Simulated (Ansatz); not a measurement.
`[OH][Hf]([OH])([Cl])[Cl]` + `[F][Sc]([F])[F]` → `[OH][Hf]([OH])([F])[Cl]` + `[F][Sc]([F])[Cl]`  (redistribution)

Computed with Ansatz on PBE0-D4/def2-TZVP structures; ΔE is electronic, products minus reactants. CCSD(T)/CBS adds triple-zeta CCSD(T) − MP2 to the extrapolated MP2 energy (def2 sets, frozen cores). DFT in def2-TZVPP. Elements past krypton have def2 core potentials. For Hf, Sc outer-core shells are correlated without core-valence functions, which leaves a few kJ/mol of doubt a bond. Scalar relativity is left out up to krypton. Each species was taken in one conformer, which may not be the lowest.

Question: Is it downhill or uphill in electronic energy at CCSD(T)/CBS, and by how much? (Estimate.)

Answer: The calculation gave: Downhill: ΔE = -5.9 kJ/mol.

Question: What do these levels give: PBE-D4, r2SCAN-D4, r2SCANh-D4, BHLYP-D4, ωB97X-V, ωB97M-V, r2SCAN0, HF/def2-SVP, MP2/def2-SVP, SCS-MP2/def2-TZVPP, HF/def2-QZVPP, MP2/def2-QZVPP? (Best estimate.)

Answer: Computed: PBE-D4 -3.2, r2SCAN-D4 -6.2, r2SCANh-D4 -6.3, BHLYP-D4 -6.7, ωB97X-V -5.7, ωB97M-V -5.7, r2SCAN0 -6.8, HF/def2-SVP -9.7, MP2/def2-SVP -3.9, SCS-MP2/def2-TZVPP -3.6, HF/def2-QZVPP -13.6, MP2/def2-QZVPP -1.6 kJ/mol.

Largest T1 diagnostic among the species: 0.017.

In def2-TZVPP, CCSD(T) changes the Hartree–Fock value by +8.3 kJ/mol (the triples alone add +1.3 kJ/mol) and MP2 by +12.3 kJ/mol. Leaving LDA and LC-ωPBE aside and taking each functional with its dispersion term where it has one, the values spread over 3.5 kJ/mol, from BHLYP-D4 to PBE-D4.
